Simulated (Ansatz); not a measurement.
Two members of one family (Series SiH3X), computed with Ansatz in the gas phase. The two geometries come from different levels. Binding counts from free atoms in the multiplicity of their measured ground term, without zero-point energy. A dash marks a value that wasn't run or was left out as unsound. The structures are stationary points that may keep the symmetry of their start. Remarks come from the PBE and PBE0 runs and from stability tests at other levels; not every state was tested. HOMO above LUMO (over both spins in singlets and doublets, within one spin in higher multiplets; at PBE or PBE0), or a gap under 0.15 eV within one spin, warns that the state may not be the lowest or that an electron is smeared out.

First: Si(NH2)H3 (singlet, charge 0, PBE0-D4/def2-TZVP geometry).

```xyz
7

Si   -0.145    0.295    0.572
N     0.060   -0.521   -0.928
H     0.559   -1.395   -0.957
H     0.229    0.012   -1.768
H    -0.643   -0.693    1.564
H    -1.142    1.378    0.371
H     1.082    0.923    1.146
```

| level | HOMO (eV) | LUMO (eV) | gap (eV) | vertical IE (eV) | binding per atom (eV) |
| --- | --- | --- | --- | --- | --- |
| PBE-D4/def2-SVP | -5.68 | 0.14 | 5.82 | – | 3.15 |
| PBE-D4/def2-TZVP | -5.99 | -0.47 | 5.51 | 9.66 | 3.18 |
| r2SCAN-D4/def2-TZVP | -6.30 | 0.09 | 6.39 | 9.69 | 3.17 |
| PBE0-D4/def2-SVP | -7.18 | 1.02 | 8.20 | – | 3.12 |
| PBE0-D4/def2-TZVP | -7.41 | 0.35 | 7.77 | 9.82 | 3.15 |

Second: Si(NCO)H3 (singlet, charge 0, r2SCAN-D4/def2-TZVP geometry).

| atom | x (Å) | y (Å) | z (Å) |
| --- | --- | --- | --- |
| Si1 | 0.915 | 0.446 | 0.170 |
| N2 | -0.594 | -0.309 | -0.076 |
| C3 | -1.654 | -0.810 | -0.301 |
| O4 | -2.692 | -1.303 | -0.515 |
| H5 | 1.855 | 0.004 | -0.886 |
| H6 | 1.433 | 0.057 | 1.501 |
| H7 | 0.738 | 1.914 | 0.107 |

Estimate the same table for the second.


| level | HOMO (eV) | LUMO (eV) | gap (eV) | vertical IE (eV) | binding per atom (eV) |
| --- | --- | --- | --- | --- | --- |
| PBE-D4/def2-SVP | -7.15 | -0.22 | 6.93 | – | 4.29 |
| PBE-D4/def2-TZVP | -7.34 | -0.72 | 6.61 | 10.60 | 4.27 |
| r2SCAN-D4/def2-TZVP | -7.66 | -0.23 | 7.43 | 10.74 | 4.14 |
| PBE0-D4/def2-SVP | -8.59 | 0.71 | 9.30 | – | 4.14 |
| PBE0-D4/def2-TZVP | -8.71 | 0.11 | 8.82 | 10.93 | 4.13 |

Remarks: gap within one spin near zero at PBE or PBE0 (+1 doublet).
